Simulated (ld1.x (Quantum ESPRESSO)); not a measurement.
**Al: variants of one RRKJ potential**

Base potential:

```
Element                 : aluminium
Generator               : ld1.x (Quantum ESPRESSO) 7.5
Type                    : norm-conserving RRKJ (Kleinman–Bylander form)
Functional              : PBE
Relativity              : scalar-relativistic
Frozen core             : [Ne]
Valence charge          : 3
Reference configuration : 3s2 3p1
Partial waves           : 3s (bound): rc 1.80 bohr; 3p (bound): rc 2.40 bohr
Local potential         : the p channel
Core correction         : a·sin(br)/r model core, default radius (core density twice the valence density)
rho0                    : 0.02
```

Cutoffs, loose and tight: the cutoffs (Ry, on a coarse ladder) from which the occupation-weighted sum of valence levels, in a spherical-Bessel basis at the reference potential, stays within 10 and 1 mRy of its value at 400 Ry. They do not see the model core or the augmentation charge, which bear on the density cutoff. Test errors are all-electron minus pseudo excitation energies from the reference, over the configurations 3s2 3p0; 3s1 3p0; 3s2 3p0.5; 3s1 3p2; 3s0 3p3; 3s1 3p1; 3s2 3p1.3. A dash means not determined; rows that change the core or the reference have their own tests.

| change | outcome | cutoff, loose | cutoff, tight | bound ghosts | largest test error (meV) |
| --- | --- | --- | --- | --- | --- |
| base | generated | 30 Ry | 45 Ry | none | +17 |
| all radii but the core radius scaled by about 0.73 (s 1.32, p 1.76 bohr) | failed: compute_chi: n is too large | – | – | – | – |
| all radii but the core radius scaled by about 0.82 (s 1.48, p 1.98 bohr) | failed: compute_chi: n is too large | – | – | – | – |
| all radii but the core radius scaled by about 0.90 (s 1.62, p 2.16 bohr) | failed: compute_chi: n is too large | – | – | – | – |
| all radii but the core radius scaled by about 1.14 (s 2.06, p 2.74 bohr) | generated | 25 Ry | 35 Ry | none | +16 |
| all radii but the core radius scaled by about 1.20 (s 2.16, p 2.88 bohr) | generated | 25 Ry | 35 Ry | none | +14 |
| all radii but the core radius scaled by about 1.28 (s 2.30, p 3.08 bohr) | generated | 21 Ry | 30 Ry | none | -8.4 |

Q: What comes out with this change to the base: all radii but the core radius scaled by about 1.05 (s 1.88, p 2.52 bohr)?

A: outcome: generated; cutoff, loose: 30 Ry; cutoff, tight: 40 Ry; bound ghosts: none; largest test error (meV): +17.

Q: What comes out with this change to the base: all radii but the core radius scaled by about 1.38 (s 2.48, p 3.30 bohr)?

A: outcome: generated; cutoff, loose: 18 Ry; cutoff, tight: 25 Ry; bound ghosts: none; largest test error (meV): -23.

Reading the sweep of the scale of all radii but the core radius (base = 1) (base included, trends over the rows without a ghost): The loose cutoff falls from 30 Ry at 1 to 18 Ry at 1.38. A larger radius leaves more room for a smooth pseudo-wave, so fewer plane waves are needed; a smaller one forces it to follow the all-electron wave where it bends sharply. The median size of the test errors (rows with all tests solved) is not monotonic: lowest 0.2 meV at 1.05, highest 2.1 meV at 1.28. The generation fails at 0.73, 0.82, 0.9.
